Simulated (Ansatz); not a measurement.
Basis-set series for `[NH2][GeH]1[BH][O]1`. The species carries charge 0 and has multiplicity 1. All single points use the PBE0-D4/def2-TZVP geometry. It is one conformer, not always the lowest.

```xyz
8

N    -1.090    0.821    0.891
Ge    0.549    0.411    0.251
B     0.971   -1.403   -0.601
O     0.376   -0.732   -1.514
H    -1.632    1.559    0.471
H    -1.670    0.097    1.281
H     1.046    1.722   -0.383
H     1.449   -2.475   -0.397
```

| functional | basis | functions | energy (Eh) | HOMO (eV) | LUMO (eV) |
| --- | --- | --- | --- | --- | --- |
| PBE0-D4 | def2-TZVPP | 197 | -2233.89142 | -6.78 | -0.89 |
| PBE0-D4 | def2-QZVPP | 380 | -2233.94589 | -6.82 | -1.00 |
| ωB97M-V | def2-TZVPP | 197 | -2234.15857 | -8.87 | 1.01 |
| ωB97M-V | def2-QZVPP | 380 | -2234.21120 | -8.91 | 0.80 |

Question: Give the rows for def2-SVP. (An estimate is asked.)

Answer: Computed: 
| functional | basis | functions | energy (Eh) | HOMO (eV) | LUMO (eV) |
| --- | --- | --- | --- | --- | --- |
| PBE0-D4 | def2-SVP | 94 | -2233.44232 | -6.68 | -0.70 |
| ωB97M-V | def2-SVP | 94 | -2233.70455 | -8.74 | 1.27 |

Positive LUMOs are unbound and depend on the basis. Scalar relativity is left out up to krypton.
